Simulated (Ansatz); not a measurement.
Isomers of CH6BNSSi, relaxed with PBE0-D4/def2-TZVP in Ansatz; electronic energies, one conformer each and not always the lowest. Functionals use def2-TZVPP; CBS adds triple-zeta CCSD(T) − MP2 to the MP2 limit of def2-TZVPP and def2-QZVPP.

Q: Order them by energy at frozen-core CCSD(T)/CBS, lowest first. (Best estimate.)
A. `BSC(=N)[SiH3]`
B. `C[SiH]1SB1N`
C. `[SiH3]C1NBS1`

A: B (0.0 kcal/mol), C (34.7 kcal/mol), A (65.4 kcal/mol).

Q: How do PBE-D4, HF/CBS(def2), r2SCAN-D4, B3LYP place them (kcal/mol, against `C[SiH]1SB1N`)? (An estimate is asked.)

A: Computed: 
| isomer | PBE-D4 | HF/CBS(def2) | r2SCAN-D4 | B3LYP |
| --- | --- | --- | --- | --- |
| `BSC(=N)[SiH3]` | 67.0 | 59.4 | 68.4 | 63.2 |
| `[SiH3]C1NBS1` | 37.3 | 32.3 | 39.0 | 36.1 |

B3LYP here is the variant with VWN-RPA as its local correlation; programs differ in this.
